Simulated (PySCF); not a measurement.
Cartesian coordinates in Å; atom numbers follow the order of the lines, from 1:
```xyz
15

Si    0.9467   -0.2761    0.0293
Cl    1.4565    0.0341    2.0151
Cl    2.7371   -0.5517   -0.9747
N     0.0256    1.0775   -0.4336
C     0.1773    2.4495   -0.0092
H    -0.4818    0.9589   -1.3052
H    -0.8025    2.9406    0.1094
H     0.6750    2.4758    0.9703
H     0.7811    3.0558   -0.7082
N     0.0601   -1.6914   -0.2906
C    -1.2683   -1.9653    0.2078
H     0.5879   -2.5060   -0.5837
H    -1.2726   -2.5551    1.1424
H    -1.7835   -1.0156    0.4146
H    -1.8713   -2.5072   -0.5396
```

Geometry: PBE0-D3(BJ)/def2-SVP; GIAO shifts from PySCF 2.14.0 with density-fitted response routines, gas phase, non-relativistic, averaged over equivalent atoms.

At B3LYP/pcSseg-1 (180 basis functions, 39 s wall time on 1 thread of an Arm Neoverse V1, shared host):
| atoms | δ (ppm) |
| --- | --- |
| Si1 | -18.6 |
| Cl2/Cl3 | 79.8 |
| N4/N10 | 49.7 |
| C5/C11 | 29.5 |
| H7/H8/H9/H13/H14/H15 | 2.64 |
| H6/H12 | 0.53 |

δ = σ(ref) − σ, references computed at the same level: 29Si (σ = 337.86 ppm) and 13C (σ = 179.24 ppm) and 1H (σ = 31.38 ppm) against TMS; 35Cl (σ = 930.46 ppm) against HCl; NH3 for 15N (σ = 263.54 ppm).

Question: Estimate the result of repeating the calculation with PBE0/pcSseg-1.

Answer: 
| atoms | δ at PBE0/pcSseg-1 | change |
| --- | --- | --- |
| Si1 | -16.4 | +2.2 |
| Cl2/Cl3 | 83.6 | +3.8 |
| N4/N10 | 46.0 | -3.7 |
| C5/C11 | 28.9 | -0.6 |
| H7/H8/H9/H13/H14/H15 | 2.61 | -0.03 |
| H6/H12 | 0.57 | +0.04 |

Chemical shifts δ = σref − σ; TMS for 29Si (σ = 351.99 ppm), 13C (σ = 184.41 ppm), 1H (σ = 31.27 ppm); 35Cl (σ = 943.27 ppm) vs HCl; NH3 for 15N (σ = 265.67 ppm), all at this level.

The largest change is at Cl2/Cl3 (chlorine bonded to Si). Cost: 180 basis functions, 53 s wall time on 1 thread of an Arm Neoverse V1, shared host.

The averaged Cl atoms aren't alike in the static structure (σ from 838 to 863 ppm); the average presumes fast exchange among these sites. Experimental scales use liquid or dissolved standards, which lie at an offset from isolated NH3 (liquid NH3: subtract about 20 ppm).
